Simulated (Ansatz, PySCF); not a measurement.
Process, species as SMILES: CB(S)S [methyl-bis(sulfanyl)borane] -> [CH2]B(S)S + H atom (the C-H bond at the site shown breaks; other sites are not compared here)
Structures are relaxed separately at B3LYP-D3(BJ)/def2-TZVP in Ansatz (a quantum-chemistry and plane-wave program), one conformer each, not searched for the lowest.

Property: bond dissociation energy (enthalpy at 298 K, with B3LYP-D3(BJ) rigid-rotor harmonic-oscillator terms from PySCF), in kJ/mol. Correlated levels leave the core frozen unless marked. Open shells are spin-unrestricted. Spin-orbit coupling is left out. Non-relativistic. CBS marks a two-point X^-3 extrapolation of the correlation energy; Hartree-Fock from the larger set.

| level | program | bond dissociation energy (kJ/mol) |
|---|---|---|
| BLYP-D4/def2-TZVPD | Ansatz + dftd4 | ? |
| B97M-V/def2-TZVPD | Ansatz | ? |
| PBE0/def2-SVP | Ansatz | 389.3 |
| BHLYP/def2-TZVPD | Ansatz | ? |
| LC-wPBE-D3(BJ)/def2-TZVPD | Ansatz + dftd3 | 391.7 |
| SCS-MP2/cc-pV(D+d)Z | Ansatz | 389.3 |
| SCS-MP2/cc-pV(Q+d)Z | Ansatz | 410.4 |
| CCSD(T)/CBS(aug-cc-pV(T+d)Z,aug-cc-pV(Q+d)Z) | Ansatz | 404.8 |

Problem. Fill in the missing entries.

Solution. 
- BLYP-D4/def2-TZVPD, bond dissociation energy (kJ/mol): 382.9
- B97M-V/def2-TZVPD, bond dissociation energy (kJ/mol): 393.2
- BHLYP/def2-TZVPD, bond dissociation energy (kJ/mol): 387.2
